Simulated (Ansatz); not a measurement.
`[SiH3][O][GeH2][O][SiH3]` + `[OH][Zn][O][SiH3]` → `[SiH3][O][Zn][O][SiH3]` + `[OH][GeH2][O][SiH3]`  (ligand exchange at the Si–O bond)

Isolated molecules relaxed with PBE0-D4/def2-TZVP in Ansatz; ΔE leaves out vibrations. CCSD(T)/CBS is the MP2 limit (def2-TZVPP, def2-QZVPP) plus CCSD(T) − MP2 in def2-TZVPP, frozen cores. DFT in def2-TZVPP. B3LYP here is the variant with VWN-RPA as its local correlation; programs differ in this. For Ge, Zn outer-core shells are correlated without core-valence functions, which leaves a few kJ/mol of doubt a bond. Scalar relativity is left out up to krypton. One conformer a species, not always the lowest.

| level | ΔE (kJ/mol) | difference from CCSD(T)/CBS |
| --- | --- | --- |
| PBE-D4 | -2.4 | 3.3 |
| r2SCAN-D4 | -5.7 | 0.0 |
| PBE0-D4 | -5.1 | 0.6 |
| B3LYP-D4 | -3.0 | 2.7 |
| ωB97X-V | -6.2 | -0.5 |
| PBE | -5.6 | 0.1 |
| HF/def2-TZVPP | -14.0 | -8.3 |
| MP2/def2-TZVPP | -6.4 | -0.7 |
| SCS-MP2/def2-TZVPP | -7.6 | -1.9 |
| CCSD/def2-TZVPP | -8.0 | -2.3 |
| HF/def2-QZVPP | -13.6 | -7.9 |
| MP2/def2-QZVPP | -5.6 | 0.1 |
| SCS-MP2/def2-QZVPP | -6.9 | -1.2 |
| HF/CBS(def2) | -13.6 | -7.9 |
| MP2/CBS(def2) | -5.1 | 0.6 |
| CCSD/CBS(def2) | -6.7 | -1.0 |
| CCSD(T)/CBS | -5.7 | 0 |

Largest T1 diagnostic among the species: 0.016.

The D4 term adds +5.1 kJ/mol with B3LYP and +3.1 kJ/mol with PBE0; it sums over pairs of atoms, weighted by their polarisabilities, and B3LYP, whose exchange is more repulsive, gets the larger term. In def2-TZVPP, CCSD(T) changes the Hartree–Fock value by +7.0 kJ/mol (the triples alone add +1.0 kJ/mol) and MP2 by +7.6 kJ/mol.
